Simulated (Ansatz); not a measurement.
`FC1(Br)BO1` + H₂ → `BrC1BO1` + H–F at 700 K and 1 bar (hydrogenolysis of a C–F bond).

Calculated with Ansatz (gas phase, PBE0-D4/def2-TZVP geometries, no zero-point term in ΔE). CCSD(T)/CBS adds triple-zeta CCSD(T) − MP2 to the extrapolated MP2 energy (def2 sets, frozen cores). This one scheme is used for every species. For Br outer-core shells are correlated without core-valence functions, which leaves a few kJ/mol of doubt a bond. Scalar relativity is left out up to krypton.

| species | CCSD(T)/CBS energy (Eh) | H − E (kJ/mol) | S (J/(mol·K)) |
| --- | --- | --- | --- |
| `FC1(Br)BO1` | -2811.70211 | 118.6 | 386.3 |
| H₂ | -1.17544 | 46.8 | 155.3 |
| `BrC1BO1` | -2712.51895 | 133.5 | 360.5 |
| H–F | -100.39570 | 45.2 | 198.5 |

H − E and S are ideal-gas, rigid-rotor, harmonic terms from PBE0-D4/def2-TZVP, for one conformer and one mirror image of each species. The MP2-based limit puts H₂ 0.8 mEh under its directly extrapolated value; such offsets cancel only in part. 1 Eh = 2625.50 kJ/mol, R = 8.31446 J/(mol·K).

Task: By hand: ΔE, ΔH, ΔS and ΔG.

Result: ΔE = (-2712.51895) + (-100.39570) − (-2811.70211) − (-1.17544) = -0.03710 Eh = -97.4 kJ/mol. Δ(H − E) = 133.5 + 45.2 − 118.6 − 46.8 = 13.3, so ΔH = -84.1 kJ/mol. ΔS = 360.5 + 198.5 − 386.3 − 155.3 = 17.4 J/(mol·K). ΔG = -84.1 − 700 × (17.4)/1000 = -96.3 kJ/mol.

Task: By hand: the equilibrium constant, and the temperature at which ΔG would vanish if ΔH and ΔS stayed fixed.

Result: log₁₀ K = −ΔG/(RT ln 10) = 7.2. ΔH and −TΔS have one sign here, so there is no such temperature.

ΔH outweighs TΔS. A doubt of 5 kJ/mol in ΔE shifts log₁₀ K by 0.4 here. Other conformers and mirror images would add mixing entropy, several J/(mol·K) or more a flexible species. These are equilibria of isolated gas molecules and say nothing of rates. Largest T1 diagnostic: 0.013 (customary marks: 0.02 for closed shells, 0.045 for open ones).
